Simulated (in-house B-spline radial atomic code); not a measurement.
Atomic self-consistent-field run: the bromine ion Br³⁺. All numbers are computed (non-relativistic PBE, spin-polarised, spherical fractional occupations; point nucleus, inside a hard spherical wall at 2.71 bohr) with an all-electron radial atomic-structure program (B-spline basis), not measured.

Command:
```bash
python run_scf.py task.json out
```
Settings:
```
Z                35
configuration    [Ar] 3d10 4s2 4p1 4f1
hamiltonian      nr
method           pbe,pbe
spin_polarised   True
wall_radius      2.71
```

Output (hartree, bohr):
```
 radial grid: 41 intervals, B-splines of order 8, outer radius 2.71 bohr

 iter        energy (Eh)    residual
    1       -2567.260855    4.37e-01
    2       -2567.686571    2.26e-01
    3       -2568.586027    1.70e-02
    4       -2568.587187    6.88e-03
    5       -2568.587301    7.74e-04
    6       -2568.587302    4.70e-05
    7       -2568.587302    2.49e-05
    8       -2568.587302    8.25e-07
    9       -2568.587302    4.69e-08

 total energy                     -2568.58730
 kinetic                            2573.6230
 electron-nucleus                  -6110.3744
 Hartree                            1058.2077
 exchange-correlation                -90.0437

 orbital      occ     eigenvalue          <r>       <r^2>       <1/r>       r_max
 1s up      1.000      -482.2268    0.0436859  0.00255564     34.4977     0.02885
 1s down    1.000      -482.2226    0.0436857  0.00255561     34.4979     0.02885
 2s up      1.000       -63.0312     0.193697   0.0441608     7.64746       0.163
 2s down    1.000       -63.0296     0.193696   0.0441596     7.64738       0.163
 2p up      3.000       -56.9421     0.167138   0.0341267     7.62645      0.1291
 2p down    3.000       -56.9385     0.167141   0.0341275     7.62626      0.1291
 3s up      1.000        -9.6551     0.562451    0.363777     2.52543      0.4936
 3s down    1.000        -9.6472     0.562076    0.363158     2.52653      0.4936
 3p up      3.000        -7.5247     0.568817    0.378922     2.41331      0.4851
 3p down    3.000        -7.5156     0.568142    0.377783     2.41521      0.4851
 3d up      5.000        -3.7289     0.587473    0.426836     2.15831      0.4301
 3d down    5.000        -3.7165     0.584556    0.421543     2.16464      0.4299
 4s up      1.000        -1.7490      1.41953     2.21308    0.921871       1.371
 4s down    1.000        -1.6413      1.41189     2.19284    0.930571       1.357
 4p up      1.000        -1.1691         1.48     2.40105    0.876103       1.466
 4f up      1.000         0.7858      1.65237      2.8947    0.652779       1.703
```

Cost of the run: 0.11 s on 1 thread of Arm Neoverse N1 (shared host).
